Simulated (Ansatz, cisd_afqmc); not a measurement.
System: AlPH4, charge 0, singlet. AlPH4 (SMILES [AlH2][PH2]).
B3LYP-D3(BJ)/def2-TZVP minimum from Ansatz (a first-principles code):
```
Al
H 1 1.5801
H 1 1.5801 2 121.00
P 1 2.3300 2 119.37 3 -174.16
H 4 1.4183 1 94.96 2 -44.88
H 4 1.4183 5 95.50 1 95.48
```
Charge 0, spin multiplicity 1.

Total energies in cc-pV(D+d)Z, 12 correlated electrons, 10 frozen orbitals. UHF or UKS for unpaired electrons; spin-orbit terms are left out. Correlated methods leave the cores frozen. No relativity. AFQMC is phaseless with a CISD trial state; ± is one standard error, without the phaseless bias. Outlying blocks are dropped, and bars are widened where a walk drifts. Over all cases where full CI ran beside it in this data, AFQMC minus full CI had a median of +0.1 mEh and passed +0.4 mEh in a tenth of the cases.

The bar of a AFQMC/CISD walk is widened from 0.38 to 0.50 mEh, since its error had not levelled off in the blocking analysis, or few joins of blocks were possible.

```csv
method,program,energy (Eh),minus CCSDT(Q) (mEh)
HF,Ansatz,-584.98324,243.63
MP2,Ansatz,-585.17779,49.09
CCSD,Ansatz,-585.21933,7.55
CCSD(T),Ansatz,-585.22549,1.39
CCSDT(Q),Ansatz,-585.22688,0.00
AFQMC/CISD,cisd_afqmc,-585.2266 ± 0.0005,0.3 ± 0.5
```

Rough core times of Ansatz's runs on a shared machine: CCSD(T) under 20 s, CCSDT(Q) 30 s.
